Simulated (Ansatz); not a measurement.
## Worked example: SiH(SiH3)F2 + C3H4B → SiH(SiH3)F + C3H4BF

Species: SiH(SiH3)F2, singlet; C3H4B `C#C[B]C`, doublet; SiH(SiH3)F, doublet; C3H4BF `C#CB(C)F`, singlet. A radical takes F: the energy is the difference in strength between the Si–F bond broken and the B–F bond made.

Shapes, held fixed at every level: PBE0-D4/def2-TZVP. Programs: Ansatz 0.2.0. The zero-point and thermal change to 298 K, harmonic and unscaled (PBE0-D4/def2-TZVP), is +3.9 kJ/mol.

At B2PLYP/def2-TZVPP; 1 Eh = 2625.50 kJ/mol:

| species | energy (Eh) |
| --- | --- |
| SiH(SiH3)F2 | -780.962995 |
| C3H4B | -141.364361 |
| SiH(SiH3)F | -680.998025 |
| C3H4BF | -241.345127 |

Work out ΔH(298 K) of the reaction at this level.


1. Products less reactants: (-680.998025) + (-241.345127) − [(-780.962995) + (-141.364361)] = -0.015796 Eh = -41.5 kJ/mol.
2. With the thermal change: -41.5 + (+3.9) = -37.6 kJ/mol.

Other levels give -43.0 (SPW92/def2-TZVPP) to -27.3 kJ/mol (r2SCAN-D4/def2-TZVPP). No measured value is set beside it here. Spin contamination: C3H4B (⟨S²⟩ up to 0.91). Open shells run unrestricted.
